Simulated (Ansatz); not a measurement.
Ansatz (a quantum-chemistry and plane-wave program) input (CCSD(T)/aug-cc-pV(D+d)Z):
A basis named .json is the Basis Set Exchange file of that set.

Ansatz 0.2 input:
```yaml
crystal:
  periodic: [false, false, false]
  atoms:
    - {symbol: Al, position_ang: [0.22018310, -0.25849990, 0.22286517]}
    - {symbol: C, position_ang: [2.02765985, -0.61938319, -0.40107859]}
    - {symbol: H, position_ang: [2.55087225, -1.34527090, 0.22459905]}
    - {symbol: H, position_ang: [2.61954555, 0.30032376, -0.41942594]}
    - {symbol: H, position_ang: [2.01495217, -0.99988840, -1.42621834]}
    - {symbol: C, position_ang: [-0.64719954, -1.00289040, 1.79767938]}
    - {symbol: H, position_ang: [-1.52484530, -1.58990165, 1.51154881]}
    - {symbol: H, position_ang: [-1.00785903, -0.20709137, 2.45516068]}
    - {symbol: H, position_ang: [0.01603305, -1.64875669, 2.37659500]}
    - {symbol: Cl, position_ang: [-0.93022592, 1.09321915, -0.94112420]}
basis:
  gaussian:
    orbitals: aug-cc-pV_D+d_Z.json
magnetization: {spin_polarized: false}
correlation: {method: ccsd_t, electrons: outside_noble_gas}
output: {forces: true}
```

End of the output:

```
mean field -21245.52362112 eV, -780.7585923429 hartree, gradient 2.5e-6 eV, S^2 0.000000; 0 other end points of the search recorded, 0 dependent functions left out
12 core orbitals not correlated
reference -21245.52362112 eV, -780.7585923429 hartree; 12, 12 occupied and 140, 140 virtual orbitals, 1620 factors
densities: 2.97 GiB planned
second order -14.18164763 eV of doubles, -0.00000000 eV of singles
coupled cluster: 1.51 GiB planned
cycle   1  -15.21449770 eV  change    -1.0e0 eV  update   7.6e-2
cycle   2  -15.56594359 eV  change   -3.5e-1 eV  update   2.3e-2
cycle   3  -15.61480350 eV  change   -4.9e-2 eV  update   8.5e-3
cycle   4  -15.61366506 eV  change    1.1e-3 eV  update   2.2e-3
cycle   5  -15.61277511 eV  change    8.9e-4 eV  update   7.2e-4
cycle   6  -15.61267861 eV  change    9.7e-5 eV  update   2.3e-4
cycle   7  -15.61268943 eV  change   -1.1e-5 eV  update   7.7e-5
cycle   8  -15.61270260 eV  change   -1.3e-5 eV  update   2.7e-5
cycle   9  -15.61269949 eV  change    3.1e-6 eV  update   8.9e-6
cycle  10  -15.61269485 eV  change    4.6e-6 eV  update   2.7e-6
perturbative correction -0.48085145 eV, -0.0176709647 hartree
the calculation of the forces begins
Total energy: -21261.61716741 eV, -781.3500192607 hartree
Atom 0 at     0.220183    -0.258500     0.222865 Å, force     0.034062    -0.037632     0.034785 eV/Å
Atom 1 at     2.027660    -0.619383    -0.401079 Å, force    -0.313657     0.036100     0.138336 eV/Å
Atom 2 at     2.550872    -1.345271     0.224599 Å, force     0.257708    -0.334006     0.278309 eV/Å
Atom 3 at     2.619546     0.300324    -0.419426 Å, force     0.282200     0.422627    -0.012407 eV/Å
Atom 4 at     2.014952    -0.999888    -1.426218 Å, force     0.004316    -0.176859    -0.477110 eV/Å
Atom 5 at    -0.647200    -1.002890     1.797679 Å, force     0.186709     0.113292    -0.266468 eV/Å
Atom 6 at    -1.524845    -1.589902     1.511549 Å, force    -0.410014    -0.273993    -0.123428 eV/Å
Atom 7 at    -1.007859    -0.207091     2.455161 Å, force    -0.171937     0.363663     0.311862 eV/Å
Atom 8 at     0.016033    -1.648757     2.376595 Å, force     0.292290    -0.302338     0.279792 eV/Å
Atom 9 at    -0.930226     1.093219    -0.941124 Å, force    -0.161678     0.189145    -0.163670 eV/Å
Dipole moment:     0.232071    -0.272921     0.234799 e Å
```
